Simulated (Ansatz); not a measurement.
Basis-set extrapolation for `[AlH2][C]1=C[SiH2]C1` (PBE0-D4/def2-TZVP geometry, frozen core, Ansatz). Multiplicity 1, RHF reference.

|  | def2-TZVPP | def2-QZVPP |
| --- | --- | --- |
| HF | -648.532802 | -648.553989 |
| MP2 correlation | -0.683306 | -0.728382 |
| CCSD(T) correlation | -0.767549 | not run |

Energies in hartree. Use E(X) = E(∞) + A·exp(−7.88·√X) for Hartree–Fock and E(X) = E(∞) + B·X^(−2.97) for correlation, with X = 3 and 4, and add CCSD(T) minus MP2 of the smaller set to the MP2 limit.

**Question.** What is the CCSD(T) energy at the basis-set limit?

**Answer.** HF limit: -648.553989 + (-0.021187) × 0.13774 = -648.55691. MP2 limit: -0.728382 + (-0.045076) × 0.74074 = -0.76177. Higher-order term: -0.767549 − (-0.683306) = -0.08424. Total: -649.40292 hartree, 2.79 eV below CCSD(T)/def2-TZVPP.
